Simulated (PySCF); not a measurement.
Si(F)(Me)2(Cl) (C2H6ClFSi), SMILES C[Si](F)(C)Cl.

Geometry: PBE0-D3(BJ)/def2-SVP.

Level of theory: PySCF with PBE/def2-TZVP.

The molecule is in vacuum.

Computed frontier levels, gap, dipole moment and polarisability:
The highest occupied level is -7.36 eV and the lowest empty level is 0.10 eV. The orbital gap comes out as 7.46 eV and the dipole moment is 2.41 D. The quadrupole, principal values (traceless, Buckingham form, about the centre of nuclear charge) is -4.39, 0.94, 3.45 D·Å, the mean static polarisability is 61.0 bohr³ (9.04 Å³) and the polarisability, principal values is 52.8, 62.8, 67.5 bohr³.
